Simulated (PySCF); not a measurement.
Species: C7H8.
SMILES with atom numbers: `[CH3:1][c:2]1[cH:3][cH:4][cH:5][cH:6][cH:7]1` (hydrogens: H8, H9, H10 on C1; H11 on C3; H12 on C4; H13 on C5; H14 on C6; H15 on C7)

The same species was optimised twice, with GFN2-xTB and with PBE0-D3(BJ)/def2-SVP (PySCF), and the same property calculations (PySCF, gas phase) were run on both structures.

| coordinate | GFN2-xTB | PBE0-D3(BJ)/def2-SVP | change |
| --- | --- | --- | --- |
| C2–C3 (Å) | 1.390 | 1.402 | +0.012 |
| C2–C7 (Å) | 1.388 | 1.399 | +0.011 |
| C6–C7 (Å) | 1.384 | 1.394 | +0.010 |
| C4–C5 (Å) | 1.385 | 1.395 | +0.010 |
| C3–C4 (Å) | 1.383 | 1.392 | +0.009 |
| C5–C6 (Å) | 1.384 | 1.393 | +0.009 |
| C1–C2 (Å) | 1.499 | 1.501 | +0.002 |
| C3–C2–C7 (°) | 118.6 | 118.1 | -0.5 |
| C1–C2–C3 (°) | 120.2 | 120.6 | +0.4 |
| C2–C7–C6 (°) | 120.7 | 121.0 | +0.3 |
| C2–C3–C4 (°) | 120.8 | 121.0 | +0.2 |
| C1–C2–C7 (°) | 121.1 | 121.3 | +0.2 |
| C4–C5–C6 (°) | 119.6 | 119.5 | -0.1 |
| C3–C4–C5 (°) | 120.1 | 120.2 | +0.1 |
| C5–C6–C7 (°) | 120.2 | 120.2 | 0.0 |

Rotational constants: A = 5609, B = 2560, C = 1777 MHz (GFN2-xTB) against A = 5537, B = 2521, C = 1751 MHz (PBE0-D3(BJ)/def2-SVP).

On the GFN2-xTB structure: HOMO (eV) -6.99 [PBE0/pcSseg-1]; LUMO (eV) -0.12 [PBE0/pcSseg-1]; dipole (D) 0.41 [PBE0/pcSseg-1]; GIAO shielding of C1 (ppm) 162.7 [PBE0/pcSseg-1]; GIAO shielding of C2 (ppm) 43.6 [PBE0/pcSseg-1]; GIAO shielding of C3/C7 (mean) (ppm) 52.7 [PBE0/pcSseg-1]; GIAO shielding of C4/C6 (mean) (ppm) 52.9 [PBE0/pcSseg-1]; GIAO shielding of C5 (ppm) 56.2 [PBE0/pcSseg-1].

Question: What do these properties become on the PBE0-D3(BJ)/def2-SVP structure?

Answer: 
```tsv
property	level	on GFN2-xTB	on PBE0-D3(BJ)/def2-SVP	change
HOMO (eV)	PBE0/pcSseg-1	-6.99	-6.97	+0.02
LUMO (eV)	PBE0/pcSseg-1	-0.12	-0.18	-0.06
dipole (D)	PBE0/pcSseg-1	0.41	0.42	+0.01
energy, GFN2-xTB geometry as zero (kcal/mol)	PBE0/pcSseg-1	0.0	-0.2	-0.2
GIAO shielding of C1 (ppm)	PBE0/pcSseg-1	162.7	161.1	-1.6
GIAO shielding of C2 (ppm)	PBE0/pcSseg-1	43.6	41.4	-2.2
GIAO shielding of C3/C7 (mean) (ppm)	PBE0/pcSseg-1	52.7	49.8	-2.9
GIAO shielding of C4/C6 (mean) (ppm)	PBE0/pcSseg-1	52.9	50.5	-2.4
GIAO shielding of C5 (ppm)	PBE0/pcSseg-1	56.2	53.5	-2.7
```

The heavy atoms differ by 0.012 Å rms after alignment. Among bonds between heavy atoms C2–C3 and C2–C7 change most and about equally (+0.011 to +0.012 Å). Changes are differences of the printed values. Neither structure is proved a minimum here.
